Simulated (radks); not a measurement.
Valence configurations of Ce+ (all share [Xe]). Calculated with a radial shooting solver on a logarithmic mesh with Libxc functionals: scalar-relativistic Kohn-Sham, PBEsol, spin-polarised, spherical densities, finite nucleus; open shells are filled with parallel spins first (spin-orbit coupling, left out, can overturn this in heavy ions); Fermi nuclear charge, rms radius 4.8771 fm. Energies are relative to 4f1 5d2; eigenvalues in eV for spin up.

valence          E (eV)  moment (Bohr magnetons)    e(4f)    e(5d)   e(6p)   e(6s)
4f2 5d1          -0.149                        3   -5.044   -6.493       -       -
4f1 5d2           0.000                        3   -9.586   -7.700       -       -
4f2 5d0.5 6p0.5   0.864                        3   -6.413   -7.465  -5.329       -
4f1 6s2           0.909                        1  -13.924        -       -  -9.476
4f0.5 5d2 6s0.5   1.582                        3  -13.408   -9.044       -  -8.751
4f2.5 6p0.5       1.692                        3   -4.668        -  -5.177       -
4f1 5d1 6p1       3.108                        3  -12.740   -9.810  -6.356       -
4f0.5 5d2 6p0.5   3.200                        3  -13.941   -9.450  -5.809       -
5d3               4.060                        3        -   -8.953       -       -
5d2 6s1           4.771                        3        -  -10.448       -  -9.529

NIST lists [Xe] 4f1 5d2 as the ground configuration; this level of theory puts 4f2 5d1 lower, by 0.149 eV. The energies are those of spherical high-spin densities, not of single terms.
